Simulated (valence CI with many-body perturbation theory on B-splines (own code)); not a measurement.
**Valence orbitals of Cd15+**

Level of theory: relativistic CI+MBPT: five valence electrons over a frozen Dirac-Fock core [Ar] 3d10, a basis of 9 s, 9 p, 8 d, 6 f, 3 g, 1 h functions for each j, with the one-electron correlation potential Σ1, the two-electron term Σ2, the three-electron term Σ3, Breit, model QED; selected CI, second order for the rest (own B-spline code, finite nucleus).

No measured levels were compared; by estimate levels hold to about 250 cm⁻¹ or 0.2 % of their energy and the worst to 1 %, as in measured heavy ions of charge 2 to 7; those with d or f electrons hold less well. Among the levels kept, up to 320 cm⁻¹ of a level comes from second order outside the variational space, and about a tenth of that is noise between levels of different J, which matters for small intervals.

These are the spectroscopic orbitals of the CI (the correlating ones are not listed), shaped by the core and the other valence electrons. h is the expectation value of the core's Dirac-Fock operator, without the valence repulsion; Σ1 is computed up to l = 3 at one energy for each symmetry, that of its lowest orbital but kept below the first core excitation, so for empty shells it is not the orbital's own correlation shift; Breit and QED include the response of the core.

```csv
Orbital,h (hartree),Σ1 (cm⁻¹),Breit (cm⁻¹),QED (cm⁻¹),⟨r⟩ (bohr)
4s1/2,-19.99,-11124,1666,1281,0.7961
5s1/2,-11.365,-3450,653,504,1.437
6s1/2,-7.3319,-1548,316,246,2.274
7s1/2,-5.1266,-846,180,140,3.292
4p1/2,-18.475,-10733,2539,-63.5,0.8195
5p1/2,-10.661,-3408,1001,-24.6,1.498
6p1/2,-6.9582,-1590,505,-12.3,2.362
7p1/2,-4.9042,-886,292,-7.1,3.411
4p3/2,-18.135,-10034,1581,58.5,0.8369
5p3/2,-10.512,-3252,626,23.4,1.521
6p3/2,-6.8796,-1530,329,11.9,2.391
7p3/2,-4.8577,-857,191,6.9,3.445
4d3/2,-15.65,-9413,812,-70.3,0.8820
5d3/2,-9.3669,-3241,342,-28.6,1.633
6d3/2,-6.267,-1618,184,-15.2,2.556
4d5/2,-15.584,-9224,429,-36.5,0.8869
5d5/2,-9.3374,-3186,177,-14.8,1.639
6d5/2,-6.2509,-1592,95.4,-7.8,2.563
4f5/2,-12.968,-7844,126,-19.4,0.9288
5f5/2,-8.1901,-2821,65.9,-10.5,1.749
4f7/2,-12.961,-7749,-14.5,-13.2,0.9298
5f7/2,-8.1861,-2781,-7.7,-7.4,1.750
5g7/2,-7.7707,,0.4,-0.9,1.669
5g9/2,-7.7693,,-2.5,0.3,1.669
```

Among the shells of the start configuration 4s2 4p3, Σ1 is largest in size for 4s1/2, where it is 0.25 % of h.

Lowest root of each symmetry, sizes in configuration state functions:

| J | Parity | Roots | Reference | Variational | Second order | Change by selected CI (cm⁻¹) | Change by second order (cm⁻¹) |
| --- | --- | --- | --- | --- | --- | --- | --- |
| 1/2 | even | 8 | 56 | 39997 | 809182 | -9658 | -28 |
| 3/2 | even | 11 | 91 | 39998 | 1573040 | -9091 | -107 |
| 5/2 | even | 10 | 98 | 39996 | 1930937 | -8773 | -176 |
| 7/2 | even | 5 | 75 | 39997 | 1558752 | -12121 | -163 |
| 9/2 | even | 2 | 47 | 36018 | 1330462 | -13534 | -81 |
| 1/2 | odd | 4 | 35 | 39994 | 604241 | -13434 | -30 |
| 3/2 | odd | 7 | 55 | 40000 | 1209993 | -11783 | -45 |
| 5/2 | odd | 3 | 49 | 39995 | 1317949 | -12395 | -75 |
| 7/2 | odd | 2 | 34 | 39992 | 1295803 | -12716 | -161 |
| 9/2 | odd | 2 | 16 | 37346 | 1327519 | -12488 | -92 |
